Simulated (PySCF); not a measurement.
**Dipole response of C⁺ (carbon, charge +1)**

[He] 2s2 2p1, 2P determinant. All numbers are calculated (PySCF 2.14, the spin-free X2C one-electron Hamiltonian (Gaussian nucleus), in x2c-TZVPPall with one added diffuse shell each of s, p, d type (6s4p3d1f, 40 functions)). Coupled (time-dependent) response in atomic units; α is the mean over directions.

```csv
method,mean α (bohr³),"α xx, yy, zz",C₆ (like pair),S(−4)
UHF,6.266,"6.342, 6.113, 6.342",14.83,39.69
PBE,6.077,"6.113, 6.006, 6.113",14.58,28.30
PBE0,6.054,"6.108, 5.945, 6.108",14.47,28.67
BHandHLYP,6.021,"6.109, 5.846, 6.109",14.27,28.91
revPBE,6.095,"6.127, 6.032, 6.127",14.68,28.32
```

S(−4) is the Cauchy moment in α(ω) = α(0) + S(−4) ω² + …

α(iu) at PBE:

| u (hartree) | α(iu) (bohr³) |
| --- | --- |
| 0 | 6.077 |
| 0.0500 | 6.008 |
| 0.100 | 5.812 |
| 0.200 | 5.172 |
| 0.300 | 4.420 |
| 0.500 | 3.124 |
| 0.750 | 2.083 |
| 1.00 | 1.467 |
| 1.50 | 0.8312 |
| 2.00 | 0.5315 |
| 3.00 | 0.2697 |
| 5.00 | 0.1089 |

For an ion, C₆ is the dispersion term alone; charge-induced terms of lower order in 1/R come first.

The components differ because the open shell of this determinant is not spherical; for a pure term their mean is the scalar polarisability.
